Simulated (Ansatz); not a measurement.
`C/C=C\[S][AlH2]` → Al• + 3 C• + 7 H• + S•  (atomization)

Gas-phase electronic energies from Ansatz, PBE0-D4/def2-TZVP geometries. CCSD(T)/CBS adds triple-zeta CCSD(T) − MP2 to the extrapolated MP2 energy (def2 sets, frozen cores). This one scheme is used for every species, atoms too. Functionals use def2-TZVPP. B3LYP here is the variant with VWN-RPA as its local correlation; programs differ in this. No spin–orbit coupling; open shells (•) take unrestricted orbitals. Spin–orbit coupling would lower the free atoms: a little for Al, C, S. One conformer a species, not always the lowest.

CCSD(T)/CBS gives +1048.2 kcal/mol.

(1) Another level gave +1046.4 kcal/mol. Which?
A. CCSD/def2-TZVPP
B. B3LYP/def2-TZVPP
C. B3LYP-D4/def2-TZVPP
D. r2SCAN/def2-TZVPP

Largest T1 diagnostic among the species: 0.018.

Answers

(1) C. B3LYP-D4 1046.4, CCSD/def2-TZVPP 1006.0, B3LYP 1034.9, r2SCAN 1053.0 kcal/mol.

From PBE to PBE0 (25 % exact exchange), in def2-TZVPP and without D4, ΔE moves by −12.5 kcal/mol: exact exchange takes away binding that semilocal exchange gives to molecules. The D4 term adds +11.5 kcal/mol with B3LYP and +6.0 kcal/mol with PBE0; it sums over pairs of atoms, weighted by their polarisabilities, and B3LYP, whose exchange is more repulsive, gets the larger term.

For atomizations the MP2-based limit and the directly extrapolated one differ by several kJ/mol either way, and by 10 to 25 for some Ge, Se and Sn compounds, so smaller differences from it don't rank the levels.
